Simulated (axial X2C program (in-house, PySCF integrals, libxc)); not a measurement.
**Ionising CrH**

Calculated with an in-house all-electron X2C program for linear molecules (integrals from PySCF), spin-free (one-electron X2C) or two-component (2c: spin–orbit coupling with atomic mean-field Coulomb and Gaunt terms, which also bring small scalar terms), in Dyall basis sets with cores contracted in-house; open shells are unrestricted.

Basis sets: Cr dyall-cv3z, H dyall-v3z. Frozen shells (counts by l): CrH Cr 3s2p, H none, 7 electrons correlated; CrH⁺ Cr 3s2p, H none, 6 electrons correlated. Where the outer core of a metal is frozen, bonds come out longer and ionisation energies lower.

| Hamiltonian | level | CrH state | Re (Å) | ωe (cm⁻¹) | De (eV) |
| --- | --- | --- | --- | --- | --- |
| spin-free | HF | M_S = 5/2, Λ = 0 | 1.720 | 1620.6 | 1.22 |
| spin-free | PBE0 | M_S = 5/2, Λ = 0 | 1.653 | 1659.6 | 2.16 |
| spin-free | MP2 | M_S = 5/2, Λ = 0 | 1.586 | 1740.9 | 1.62 |
| 2c | HF | Ω = 5/2 | 1.720 | 1620.0 | 1.22 |
| 2c | PBE0 | Ω = 5/2 | 1.653 | 1658.5 | 2.16 |
| 2c | MP2 | Ω = 5/2 | 1.585 | 1743.5 | 1.62 |

Adiabatic ionisation energy (minimum to minimum, no zero-point term) and constants of CrH⁺:

```csv
Hamiltonian,level,CrH⁺ state,IE (eV),Re (Å),ωe (cm⁻¹),De (eV),fragments
spin-free,HF,"M_S = 2, Λ = 0",6.64,1.655,1822.6,0.59,Cr+ + H
spin-free,PBE0,"M_S = 2, Λ = 0",7.72,1.597,1819.0,1.49,Cr+ + H
spin-free,MP2,"M_S = 2, Λ = 0",7.02,1.590,1949.2,1.07,Cr+ + H
2c,HF,Ω = 2,6.64,1.655,1822.4,0.58,Cr+ + H
2c,PBE0,Ω = 2,7.72,1.597,1817.9,1.48,Cr+ + H
2c,MP2,Ω = 2,7.02,1.590,1949.0,1.06,Cr+ + H
```

Add the zero-point terms to the ionisation energy at MP2, 2c, and say whether the electron removed was bonding.

IE0 = IE + (ωe⁺ − ωe)/2 = 7.02 + (0.013) = 7.03 eV. Re changes by 0.005 Å, so the electron was nearly non-bonding.

Close the cycle De(CrH⁺) + IE(CrH) = De(CrH) + IE(Cr) to find the atomic ionisation energy at MP2, 2c.

IE(Cr) = 1.06 + 7.02 − 1.62 = 6.46 eV, for the determinants used.

Each entry is the lowest single determinant of a limited PBE0 search at one distance. De goes to single-determinant-based atoms at the same level (for ions the charge split of lowest energy) and is withheld (n/a) where an atom does not fit its ground term or J level. Main or longest-lived isotopes. One determinant is a doubtful description, or other states lie close, for CrH⁺, CrH; these need not be ground states, and all values refer to the states named. Some open-shell Ω = 0 determinants are out of reach, so the Ω given for CrH⁺ need not be the lowest component. With several unpaired electrons the Ω given is that of one determinant, not necessarily of the lowest component.
